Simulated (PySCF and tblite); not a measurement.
Results of a calculation; reference values are marked as such.
Molecule: C5H12Ge, numbered as in [CH3:1][C@H:2]1[CH2:3][CH2:4][GeH2:5][CH2:6]1.

The ring 2–3–4–5–6 is held at Altona–Sundaralingam phase angles P (ν_j = ν_max cos(P + 144°(j − 2)), ν_j about the bond from ring atom j to j + 1, counted from 0) and the rest relaxed at GFN2-xTB. Energies: CAM-B3LYP/pcSseg-1 + D3(BJ), IEF-PCM chloroform. (tblite 0.8, PySCF 2.14.)

Spin–orbit effects of heavy atoms are missing.

GFN2-xTB profile:

(phase angle P °, kcal/mol): (18, 4.97), (36, 4.72), (54, 3.90), (73, 2.38), (90, 0.67), (108, 0.14), (126, 1.25), (144, 2.87), (162, 4.14), (180, 4.89), (198, 5.12), (216, 4.79), (234, 3.88), (252, 2.38), (270, 0.73), (288, 0.00), (306, 0.78), (324, 2.45), (342, 3.90), (360, 4.71)

**Question.** Give the DFT energy and dipole along the phase angle P.

**Answer.** 
```tsv
phase angle P °	E kcal/mol	dipole D	amplitude °
36	5.47	0.66	39
73	2.93	0.70	43
108	0.57	0.72	50
144	3.07	0.58	45
180	5.23	0.51	39
216	4.79	0.51	40
252	2.06	0.56	46
288	0.00	0.67	52
324	2.42	0.62	46
360	5.19	0.60	41
```

**Question.** How free is the pseudorotation?

**Answer.** The sampled points span 5.47 kcal/mol, from P = 288° to P = 36°; RT at 298 K is 0.59 kcal/mol, so it is strongly hindered.
